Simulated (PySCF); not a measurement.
Two species compared at the same levels of theory.

First species: C₉H₁₁N.
InChI=1S/C9H11N/c1-4-8(2)9-6-5-7-10(9)3/h1,5-8H,2-3H3/t8-/m0/s1

Second species: C5H10F2OSi.
Geometry (GFN2-xTB, Å), atoms numbered from 1 in this order:
```
atom  x, y, z in Å
C1    -3.1915    0.1433   -0.8239
Si2   -1.6547    0.3148    0.2726
C3    -0.3440   -0.9191   -0.3686
C4     0.9944   -0.7883    0.3436
C5     1.7097    0.4756    0.0023
O6     1.3735    1.2899   -0.8121
C7     3.0122    0.6900    0.8182
F8     3.8129   -0.3997    0.7330
F9     2.7059    0.8373    2.1303
H10   -3.9946    0.7780   -0.4644
H11   -2.9803    0.4312   -1.8496
H12   -3.5615   -0.8778   -0.8377
H13   -1.9699   -0.0734    1.6579
H14   -1.1571    1.6906    0.2628
H15   -0.1840   -0.7762   -1.4376
H16   -0.7054   -1.9399   -0.2376
H17    1.6706   -1.6091    0.0733
H18    0.8756   -0.8305    1.4301
H19    3.5786    1.5726    0.4883
```

Levels: PBE0/pcSseg-1 for dipole moment, HOMO energy, LUMO energy and HOMO–LUMO gap; GFN2-xTB for rotational constant A and rotational constant C. Geometries: GFN2-xTB. Each species is one conformer at its optimised geometry, gas phase, non-relativistic unless stated. Electronic properties by PySCF.

The conformers computed, where there is a choice (atom-mapped SMILES and torsion angles):
- `[CH:1]#[C:2][C@H:3]([CH3:4])[c:5]1[cH:6][cH:7][cH:8][n:9]1[CH3:10]`: C2–C3–C5–C6 109°
- `[CH3:1][SiH2:2][CH2:3][CH2:4][C:5](=[O:6])[CH:7]([F:8])[F:9]`: C1–Si2–C3–C4 174°, Si2–C3–C4–C5 -70°, C3–C4–C5–O6 -6°, C4–C5–C7–F8 52°

| property | column X | column Y |
| --- | --- | --- |
| dipole moment | 1.28 D | 1.90 D |
| HOMO energy | -7.93 eV | -5.91 eV |
| LUMO energy | -1.34 eV | 0.89 eV |
| HOMO–LUMO gap | 6.59 eV | 6.80 eV |
| rotational constant A | 3.144 GHz | 2.047 GHz |
| rotational constant C | 0.561 GHz | 0.878 GHz |

Task: Which column belongs to which species?

Result: Column X is the second species and column Y the first. The first has 21 atoms and 72 electrons, the second 19 and 80.

Task: How does each property change from the first species to the second?

Result: dipole moment -0.62 D; HOMO energy -2.02 eV; LUMO energy -2.23 eV; HOMO–LUMO gap -0.21 eV; rotational constant A +1.097 GHz; rotational constant C -0.317 GHz.

On the first: The dipole equals about 6.3 × 10⁻³⁰ C·m (1 D = 3.33564 × 10⁻³⁰ C·m). A dipole of 1.90 D is allowed in C1, and pure rotational transitions are dipole-allowed.

On the second: A dipole of 1.28 D is allowed in C1, and pure rotational transitions are dipole-allowed. The dipole matches unit charges of opposite sign 0.27 Å apart (1 e·Å = 4.8032 D).
